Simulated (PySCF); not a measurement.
NP, SMILES N#P.

Geometry: r2SCAN-D4/def2-TZVPD.

The numbers are results of B3LYP/def2-TZVPD (PySCF), not measurements.

The total energy is -396.11695 hartree and the point group is C∞v. The highest occupied level comes out as -9.05 eV and the lowest empty level is -2.65 eV. The orbital gap comes out as 6.40 eV. The dipole moment comes out as 2.90 D, the quadrupole, principal values (traceless, Buckingham form, about the centre of nuclear charge) is -2.56, 1.28, 1.28 D·Å and the mean static polarisability is 28.1 bohr³ (4.16 Å³). The polarisability, principal values comes out as 23.9, 23.9, 36.5 bohr³.
